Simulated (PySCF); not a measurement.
CH13NSi5.
Geometry (PBE0-D3(BJ)/def2-SVP, Å), atoms numbered from 1 in this order:
```
atom  x, y, z in Å
C1     2.407   -0.992    0.078
N2     1.364   -0.445   -0.760
Si3    0.740    1.185   -0.634
Si4   -0.005    1.293    1.590
Si5   -1.210   -0.730    1.590
Si6   -2.105   -0.910   -0.591
Si7   -1.301    0.970   -1.764
H8     3.433   -0.742   -0.255
H9     2.300   -0.609    1.106
H10    2.329   -2.090    0.139
H11    1.321   -0.881   -1.676
H12    1.654    2.293   -1.076
H13   -0.924    2.458    1.793
H14    1.066    1.340    2.635
H15   -2.291   -0.755    2.626
H16   -0.277   -1.869    1.860
H17   -3.602   -0.966   -0.564
H18   -1.607   -2.157   -1.252
H19   -2.191    2.159   -1.577
H20   -1.150    0.700   -3.230
```

Method: TDDFT CAM-B3LYP/def2-SVPD, vertical, gas phase, core orbitals frozen in the response in PySCF 2.14.0, density-fitted response routines.

Frontier orbitals with the atoms that hold most of them (Löwdin shares over 4%, at most four atoms; ? is withheld):

```tsv
orbital	ε (eV)	atoms
LUMO+2	0.77	Si6 17%, Si5 16%, Si7 15%, Si4 13%
LUMO+1	0.66	Si6 13%, Si3 12%, Si7 11%, Si5 10%
LUMO	0.32	Si7 16%, Si4 15%, Si6 12%, Si5 12%
HOMO	-8.26	?
HOMO-1	-8.51	?
HOMO-2	-8.83	Si6 27%, Si5 27%, Si7 12%, Si4 11%
HOMO-3	-9.58	Si5 21%, Si3 15%, Si7 13%, Si4 9%
```

**Question.** Give the leading atoms of the HOMO.

**Answer.** N2 (bonded to C, Si and H) 45%; Si3 (bonded to N, 2 Si and H) 12%; C1 (bonded to N and 3 H) 9%; Si4 (bonded to 2 Si and 2 H) 8%. By element: nitrogen 45%, silicon 20% or more, carbon 9%.

**Question.** Which atoms hold the HOMO-1, and with what shares?

**Answer.** Si3 (bonded to N, 2 Si and H) 23%; Si7 (bonded to 2 Si and 2 H) 22%; Si4 (bonded to 2 Si and 2 H) 14%; Si6 (bonded to 2 Si and 2 H) 9%.

**Question.** How does S1 compare with the orbital gap of 8.57 eV?

**Answer.** S1 is at 5.42 eV (f = 0.0022), 3.16 eV below the gap, made of HOMO→LUMO (75%), HOMO→LUMO+1 (17%). 

**Question.** Give energy, strength and leading configuration of S1, S2 and S3, and follow the Löwdin shares of the leading atoms from the occupied to the empty orbital.

**Answer.** 
- S1 (5.42 eV, f 0.0022), HOMO→LUMO (75%): N2 45% → at most 12%, Si3 12% → at most 12%, Si7 at most 9% → 16%, Si4 8% → 15%
- S2 (5.62 eV, f 0.013), HOMO-1→LUMO (90%): Si3 23% → at most 12%, Si7 22% → 16%, Si4 14% → 15%
- S3 (5.93 eV, f 0.0036), HOMO-2→LUMO (72%): Si6 27% → 12%, Si5 27% → 12%, Si7 12% → 16%, Si4 11% → 15%

Löwdin shares depend on the basis, the more so with diffuse functions.

On one thread of an Intel Xeon at 2.50 GHz, no GPU (shared host), this took 19 min wall and 1.3 GiB of memory at its peak.

One conformer stands for the species.

Without π bonds the low states are Rydberg-like; a valence basis with one diffuse set may place them up to an eV too high.
